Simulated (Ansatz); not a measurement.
[SiF3]- (SiF₃⁻), 4 atoms. Hardware: 4 threads of Arm Neoverse V2 on a shared host.

Correlated methods freeze 8 core orbitals.

(1) How many basis functions does each of these Ansatz runs have, and roughly what does it cost? PBE-D4/def2-TZVPD, charge -1 singlet, relaxation, 4 steps; CAM-B3LYP-D4/def2-TZVPD, charge -1 singlet, energy, from earlier orbitals; MP2/def2-TZVPD, charge -1 singlet, energy, from earlier orbitals; PBE0-D4/def2-SVP, charge 0 doublet at the geometry of the charge -1 singlet, energy with a search over starts; PBE-D4/def2-TZVPD, charge -1 singlet, energy, from earlier orbitals; BHLYP-D4/def2-TZVPD, charge -1 singlet, energy, from earlier orbitals; HF/def2-TZVPD, charge -1 singlet, energy, from earlier orbitals; PBE0-D4/def2-SVPD, charge -1 singlet, energy, from earlier orbitals; HF/STO-3G, charge -1 singlet, energy; PBE-D4/def2-TZVPD, charge -1 triplet at the geometry of the charge -1 singlet, energy, from earlier orbitals; PBE-D4/def2-TZVPD, charge 0 doublet at the geometry of the charge -1 singlet, energy, from earlier orbitals; r2SCAN-D4/def2-TZVPD, charge -1 triplet at the geometry of the charge -1 singlet, energy, from earlier orbitals.

## Answers

(1) Other jobs shared the machine, so times can vary by a factor of up to 3. A dash marks memory too small to be measured apart from the calling script's.

```
                                                                                                            run  functions  fitting or Cholesky vectors  wall time  peak host memory (GiB)
                                                                           HF/STO-3G, charge -1 singlet, energy         24                          305      0.1 s                       –
                                            PBE0-D4/def2-SVPD, charge -1 singlet, energy, from earlier orbitals         93                          800      0.5 s                       –
  PBE0-D4/def2-SVP, charge 0 doublet at the geometry of the charge -1 singlet, energy with a search over starts         60                          553     0.55 s                       –
                                                HF/def2-TZVPD, charge -1 singlet, energy, from earlier orbitals        163                         1024     0.55 s                       –
                                            PBE-D4/def2-TZVPD, charge -1 singlet, energy, from earlier orbitals        163                          866      0.7 s                       –
                                               MP2/def2-TZVPD, charge -1 singlet, energy, from earlier orbitals        163                         1029     0.85 s                       –
                                      CAM-B3LYP-D4/def2-TZVPD, charge -1 singlet, energy, from earlier orbitals        163                          875      1.1 s                       –
                                          BHLYP-D4/def2-TZVPD, charge -1 singlet, energy, from earlier orbitals        163                          970      1.1 s                       –
    PBE-D4/def2-TZVPD, charge 0 doublet at the geometry of the charge -1 singlet, energy, from earlier orbitals        163                          866      1.2 s                       –
                                                      PBE-D4/def2-TZVPD, charge -1 singlet, relaxation, 4 steps        163                          866      2.2 s                       –
   PBE-D4/def2-TZVPD, charge -1 triplet at the geometry of the charge -1 singlet, energy, from earlier orbitals        163                          866      2.7 s                       –
r2SCAN-D4/def2-TZVPD, charge -1 triplet at the geometry of the charge -1 singlet, energy, from earlier orbitals        163                          866        7 s                       –
```
